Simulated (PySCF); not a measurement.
titanium atom (Ti), triplet; HF/aug-cc-pVDZ in PySCF.

PySCF was given this input:
```python
from pyscf import gto, scf

mol = gto.Mole()
mol.atom = '''
    Ti    0.00000000    0.00000000    0.00000000
'''
mol.basis = 'aug-cc-pvdz'
mol.spin = 2
mol.verbose = 3
mol.build()

mf = scf.UHF(mol)
mf.kernel()
mf.analyze()
```

Problem. Write the output that PySCF gives for this input, abridged.

Solution. 
```
converged SCF energy = -848.398857252207  <S^2> = 2.0099773  2S+1 = 3.0066441
**** MO energy ****
                             alpha | beta                alpha | beta
MO #1   energy= -183.290168644062  | -183.289572096795  occ= 1 | 1
MO #2   energy= -21.4536910599634  | -21.4196452301361  occ= 1 | 1
MO #3   energy= -17.8231244304914  | -17.795836851357   occ= 1 | 1
MO #4   energy= -17.8231244304913  | -17.7958368513569  occ= 1 | 1
MO #5   energy= -17.8207137262645  | -17.7730545918468  occ= 1 | 1
MO #6   energy= -2.94287005042934  | -2.81626424430044  occ= 1 | 1
MO #7   energy= -1.90714882245215  | -1.74286630447162  occ= 1 | 1
MO #8   energy= -1.86460462682339  | -1.74286630447157  occ= 1 | 1
MO #9   energy= -1.86460462682334  | -1.6813643036483   occ= 1 | 1
MO #10  energy= -0.438237287456506 | -0.210725524133876 occ= 1 | 1
MO #11  energy= -0.438237287456481 | 0.0150510945561649 occ= 1 | 0
MO #12  energy= -0.232633156455659 | 0.015051094556166  occ= 1 | 0
MO #13  energy= 0.0150632039121948 | 0.0175255368622993 occ= 0 | 0
MO #14  energy= 0.0150632039122017 | 0.0273080788584705 occ= 0 | 0
MO #15  energy= 0.0154084444743321 | 0.0536652176566506 occ= 0 | 0
MO #16  energy= 0.0260413586761883 | 0.0536652176566518 occ= 0 | 0
MO #17  energy= 0.0534203126121029 | 0.0541782171069973 occ= 0 | 0
MO #18  energy= 0.0534203126121035 | 0.0542976030824144 occ= 0 | 0
MO #19  energy= 0.0541721428554937 | 0.0542976030824196 occ= 0 | 0
MO #20  energy= 0.054945243118766  | 0.0568444958771958 occ= 0 | 0

To work with the spin densities directly, `use mulliken_meta_spin()` only printing them here.

 ** Mulliken spin pop alpha/beta on meta-lowdin orthogonal AOs **
 ** Mulliken Spin Density (per atom)  **
spin density of  0 Ti =      2.00000
 ** Mulliken pop alpha/beta on meta-lowdin orthogonal AOs **
 ** Mulliken atomic charges   ( Nelec_alpha | Nelec_beta ) **
charge of  0Ti =      0.00000  (    12.00000     10.00000 )
Dipole moment(X, Y, Z, Debye):  0.00000, -0.00000,  0.00000
```
